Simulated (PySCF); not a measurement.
Structure elucidation problem

Molecular formula: C₂H₁₂N₂OSi₂. Simulated spectra:

¹H NMR (400 MHz, computed): δ 5.18 (s, 3H), 1.05 (t, 3H), 0.57 (q, 2H), 0.55 (br s, 4H).

¹³C{¹H} NMR (computed): δ 10.7 (CH2), 9.2 (CH3).

In vacuum, fast rotation and ring inversion assumed for equivalent nuclei, one conformer, non-relativistic Hamiltonian. Geometry from GFN2-xTB; shielding tensors at PBE0/pcSseg-1 (GIAO); PySCF 2.14.

Shifts are taken against calculated references (same method and geometry level): ¹H (31.72 ppm), ¹³C (186.93 ppm) against TMS.

Deduce the structure.

Results:


1. The formula gives 0 degrees of unsaturation.
2. 2 carbon signals for 2 carbons: no two carbons are equivalent.
3. Carbon types of the structure: 1 × CH2, 1 × CH3, leaving 7 H on heteroatoms.
4. δC 10.7: sp3 CH2 bonded to Si; an electropositive neighbour leaves it electron-rich and shielded.
5. δC 9.2: methyl carbon; a saturated carbon with 1 carbon neighbour and no heteroatom attached.
6. δH 5.18: hydrogen on a silicon bonded to O.
7. δH 1.05: hydrogen on a methyl carbon.
8. δH 0.57: hydrogen on an sp3 CH2 bonded to Si; an electropositive neighbour shields it, as in TMS itself.
9. δH 0.55: hydrogen on a nitrogen bonded to Si; exchangeable, gas-phase position.

These data were computed for `[Si](CC)(N)(N)O[SiH3]`.

This is the structure that produced the data.

The OH or NH signal is concentration- and solvent-dependent in practice; the value given is the gas-phase one. Shifts are as computed. Against solution values, carbons near 30 ppm lie about +3 ppm off and those near 130 ppm about +5 ppm. Of 1309 compounds with measured shifts, 239 miss one by over three times the rms of a fit or turn the order of signals round; such compounds aren't used in these exercises. No couplings were computed; multiplicities are counted from neighbouring protons, with m where these are inequivalent, close in shift, in a saturated or five-membered ring or joined by F or P, and br s for small geminal =CH2 splittings.
